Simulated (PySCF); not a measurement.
## As+: excitation energy

As+ [Ar] 3d10 4s2 4p2 (3P) → As+ [Ar] 3d10 4s2 4p1 5s1 (3P), as a difference of total energies. All numbers are calculated (PySCF 2.14, a scalar-relativistic core potential, in aug-cc-pVQZ-PP with ECP10MDF (7s6p5d3f2g, 89 functions)). Correlated levels: valence: 3s2 3p6 3d10 frozen. The calculations carry no spin-orbit coupling.

```tsv
method	excitation energy (cm⁻¹)
UHF	76990
MP2 (valence)	78025
SCS-MP2 (valence)	77944
CCSD (valence)	77935
CCSD(T) (valence)	77946
```

The promoted electron is Rydberg-like, and one or two diffuse shells describe it only roughly, which tends to raise the upper state.
